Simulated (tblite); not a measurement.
Run record: tight-binding relaxation, `C1CCC(F)(C(=O)Br)C1`.

Computed with GFN2-xTB geometry optimisation, gas phase (tblite 0.8.0). Start geometry: from a force field or distance geometry. The command runs a driver script over a list of jobs; the input below is this job's line of settings and its coordinates in Å.

Command:
```bash
OMP_NUM_THREADS=1 python probes_run.py task.json out
```

Input:
```
{"job": {"kind": "relax", "xc": "GFN2-xTB", "basis": "xTB"}, "charge": 0, "multiplicity": 1}
O      2.973300     1.127200     0.443900
C      2.077100     0.518000    -0.172600
Br     2.489900    -0.363700    -1.825900
C      0.709100     0.469500     0.412000
F      0.669800     1.126900     1.653500
C      0.226900    -0.946700     0.710700
C     -1.269600    -0.755500     0.578200
C     -1.313600    -0.081300    -0.771500
C     -0.296400     1.013300    -0.561600
H      0.632300    -1.677000    -0.013900
H      0.436500    -1.282100     1.739800
H     -1.823700    -1.721500     0.612700
H     -1.654600    -0.020200     1.340400
H     -2.304700     0.283800    -1.047700
H     -0.909500    -0.818400    -1.495500
H      0.151300     1.259300    -1.535900
H     -0.801000     1.880400    -0.076400
```

Output:
```
step      E/eV     max force
  0    -810.82039    5.528
  1    -810.95121    7.679
  2    -811.20436    1.568
  3    -811.26175    1.004
  4    -811.34441    0.397
  5    -811.36313    0.442
  6    -811.39182    0.281
  7    -811.39748    0.177
  8    -811.40173    0.189
  9    -811.40609    0.212
... (49 lines left out)
 59    -811.47315    0.036
 60    -811.47330    0.031
 61    -811.47337    0.017
 62    -811.47342    0.018
 63    -811.47345    0.014
 64    -811.47350    0.015
 65    -811.47353    0.015
 66    -811.47357    0.015
 67    -811.47360    0.015
 68    -811.47362    0.009
```

«max force» is the largest atomic force in eV/Å.

From which step on does the largest force stay under 0.1 eV/Å, and how much energy is left to gain from there?

From step 21 (0.075 eV/Å), 13.2 meV above the end.

Main results: energy lowered by 15.1 kcal/mol over 68 steps; largest atomic force 0.009 eV/Å at the end.

Give the final coordinates.

0.232 Å rms from the input after alignment:
```
atom  x, y, z in Å
O1     3.1047    0.9717    0.2528
C2     2.1165    0.4731   -0.1443
Br3    2.1780   -0.5586   -1.8200
C4     0.7303    0.5030    0.4388
F5     0.8177    1.3121    1.5599
C6     0.2162   -0.8878    0.8551
C7    -1.2672   -0.8742    0.4862
C8    -1.2935   -0.0650   -0.8069
C9    -0.3210    1.0822   -0.5303
H10    0.7331   -1.6664    0.2943
H11    0.3943   -1.0437    1.9182
H12   -1.6644   -1.8793    0.3628
H13   -1.8390   -0.3629    1.2616
H14   -2.2870    0.3008   -1.0569
H15   -0.9283   -0.6744   -1.6341
H16    0.1244    1.4836   -1.4396
H17   -0.8218    1.8978   -0.0075
```
Labels such as C1 count atoms from 1, the log's own numbers from 0.
